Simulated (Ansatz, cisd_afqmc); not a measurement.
Species: InP, charge 0, triplet. InP (SMILES [P]=[In], triplet).
B3LYP-D3(BJ)/def2-TZVP minimum from Ansatz (an electronic-structure program):
```
In
P 1 2.6742
```
Charge 0, spin multiplicity 3.

Total energies in def2-SVP, 8 correlated electrons, 14 frozen orbitals. Radicals and triplets start from unrestricted determinants; spin-orbit coupling is neglected. Correlated methods leave the cores frozen (noble-gas shells, and filled d and f shells in the p block). Past Kr the def2 sets carry scalar-relativistic core potentials. AFQMC/CISD: phaseless, guided by CISD from CCSD amplitudes; bars are statistical, one sigma. Outlying blocks are dropped, and bars are widened where a walk drifts. Over all cases where full CI ran beside it in this data, AFQMC minus full CI had a median of +0.1 mEh and passed +0.4 mEh in a tenth of the cases. Spin-orbit terms, left out, reach several kcal/mol for Br and I, and more for heavier atoms.

```
method         program         energy (Eh)  minus CCSDTQ (mEh)
----------  ----------  ------------------  ------------------
HF              Ansatz          -529.83017              141.05
MP2             Ansatz          -529.93653               34.69
CCSD            Ansatz          -529.96592                5.29
CCSD(T)         Ansatz          -529.96987                1.34
CCSDT(Q)        Ansatz          -529.97120                0.01
CCSDTQ          Ansatz          -529.97121                0.00
AFQMC/CISD  cisd_afqmc  -529.9705 ± 0.0002           0.7 ± 0.2
```

Rough core times of Ansatz's runs on a shared machine: CCSD(T) 30 s, CCSDT(Q) 70 s, CCSDTQ 7 min.
